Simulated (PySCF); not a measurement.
An unknown is described by computed data only.

Formula: C4H8Si2.

- UV, strongest line: among the 8 lowest singlet transitions: S7 at 7.37 eV (168 nm, f = 0.628) [TDDFT wB97X-D/def2-SVPD]
- Triplet: lowest triplet excitation (Tamm–Dancoff): 4.27 eV [TDA wB97X-D/def2-SVPD]
- Rotational structure: rotational constants A, B, C: 3.502, 2.188, 1.389 GHz [GFN2-xTB]
- 13C NMR: chemical shifts (computed TMS as zero) by class: 153.2 (4 C) ppm [GIAO PBE0/pcSseg-1]
- Polarisability: 95.4 au [wB97X-D/def2-SVPD]
- UV, first state: lowest singlet excitation: 5.72 eV (217 nm, f = 0.000) [TDDFT wB97X-D/def2-SVPD]
- 1H NMR: chemical shifts (computed TMS as zero) by class: 7.40 (4 H), 4.65 (4 H) ppm [GIAO PBE0/pcSseg-1]
- Dipole: 0.00 D [wB97X-D/def2-SVPD]

The electronic properties come from PySCF, for the isolated species, density fitting. Levels stand in brackets. Isolated species at its GFN2-xTB geometry, gas phase. NMR values are class means; diastereotopic atoms form classes of their own.

Q: Propose a structure and show how it fits.

A: Numbering: `[CH:1]1=[CH:2][SiH2:3][CH:4]=[CH:5][SiH2:6]1`. Its formula, C4H8Si2, gives 3 degrees of unsaturation: 1 ring and 2 π bonds in the structure found. 4 carbons fall into 1 class: alkene CH carbon [C1/C2/C4/C5] (153.2 ppm, 4 C). Hydrogen classes from least to most shielded: 4 H on 4 alkene CH carbons, C1/C2/C4/C5 (7.40 ppm), 4 H on 2 SiH2 silicons, Si3/Si6 (4.65 ppm). The vanishing dipole is forced by symmetry. The optimised geometry has point group D2h and is an asymmetric top. Structure: `C1=C[SiH2]C=C[SiH2]1`. Computed isomers that give other values at the same levels: `C#C[SiH2]/C=C\[SiH3]` (rotational constant A: 3.068 GHz; this holds for the one conformer computed). The assignments are read from this structure; whether some other isomer fits the data as well wasn't checked.
